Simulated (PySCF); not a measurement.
Gas-phase reaction: SnH4 + 2 Cl ⇌ SnH2Cl2 + H2

Computed with PySCF and rigid-rotor harmonic-oscillator thermochemistry at 1 bar. † marks an energy on the PBE0/def2-TZVP geometry and frequencies; other levels use their own. Open shells (unrestricted): Cl (multiplicity 2); the rest are closed-shell singlets. Spin-orbit splitting is ignored; it lowers the true energy and changes the entropy of Cl. Sn: scalar-relativistic def2 core potential, no spin-orbit coupling. SnH2Cl2: computed as isolated molecules; such fragments, hydroxides, amides, oligomers or adducts are transient or little studied in the gas.

PBE0/def2-TZVP gives ΔH°(298 K) = -570 kJ.

Problem. What do r2SCAN/def2-TZVP†, M06-2X/def2-TZVP†, PBE/def2-SVP give?

Solution. r2SCAN/def2-TZVP†: -585 kJ; M06-2X/def2-TZVP†: -608 kJ; PBE/def2-SVP: -573 kJ. For scale, ΔH°(298 K) is -570 kJ at this level, -579 kJ at ωB97M-V/def2-TZVP†, and runs from -648 to -422 kJ over the 18 levels computed († marks an energy on the PBE0/def2-TZVP geometry).
